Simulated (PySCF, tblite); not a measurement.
Species: C8H16BN.
Cartesian coordinates in Å at the PBE0-D3(BJ)/def2-SVP level; atoms count from 1:
```
atom  x, y, z in Å
C1     4.091   -1.148    0.292
C2     2.656   -1.382    0.266
C3     1.460   -1.583    0.240
C4     0.027   -1.848    0.210
C5    -0.456   -3.024    1.071
C6    -1.973   -2.831    1.258
B7    -2.318   -1.356    0.648
N8    -0.812   -0.674    0.624
C9    -0.714    0.428   -0.338
C10   -0.452   -0.194    1.967
H11    4.333   -0.244    0.872
H12    4.492   -1.012   -0.725
H13    4.621   -1.995    0.755
H14   -0.281   -2.041   -0.831
H15    0.091   -3.015    2.027
H16   -0.175   -3.964    0.572
H17   -2.535   -3.610    0.721
H18   -2.238   -2.942    2.321
H19   -3.034   -0.611    1.308
H20   -2.649   -1.389   -0.536
H21   -0.967    0.053   -1.337
H22   -1.442    1.201   -0.061
H23    0.303    0.851   -0.343
H24   -1.100    0.655    2.215
H25    0.605    0.113    1.998
H26   -0.627   -0.987    2.703
```

Jobs on this species (26 atoms, 76 electrons) with PySCF (density fitting) and tblite. Hardware of each: one thread of an Arm Neoverse V1, on a shared host. Times come from a shared host and carry two figures at best.

Task: Rank these jobs by wall time, shortest first.
A. CAM-B3LYP/def2-SVPD; 10 singlets by full TDDFT, 4 Tamm–Dancoff triplets, polarisability, ΔSCF ions; 328 basis functions
B. WP04/pcSseg-1; shieldings, ring-centre shieldings; 250 basis functions
C. PBE0-D3(BJ)/def2-SVP, grid level 1; geometry optimisation from a GFN2-xTB start shaken at random; 220 basis functions
D. GFN2-xTB; Hessian by finite differences

Result: D (1.3 s), B (69 s), C (3.7 min), A (17 min).

All jobs:

| level and settings | work | basis functions | SCF cycles | wall time |
| --- | --- | --- | --- | --- |
| GFN2-xTB | Hessian by finite differences | – | – | 1.3 s |
| GFN2-xTB | L-BFGS relaxation | – | – | 1.3 s |
| PBE0/pcSseg-1 | shieldings, ring-centre shieldings, charges and field gradients | 250 | 14 | 62 s |
| WP04/pcSseg-1 | shieldings, ring-centre shieldings | 250 | 16 | 69 s |
| PBE0-D3(BJ)/def2-SVP, grid level 1 | geometry optimisation from a GFN2-xTB start shaken at random | 220 | 46 | 3.7 min |
| CAM-B3LYP/def2-SVPD | 10 singlets by full TDDFT, 4 Tamm–Dancoff triplets, polarisability, ΔSCF ions | 328 | 14 | 17 min |

Task: What do all jobs in the table cost together?

Result: About 23 min; the longest takes about 74 % of that, and about 780 times as long as the shortest.
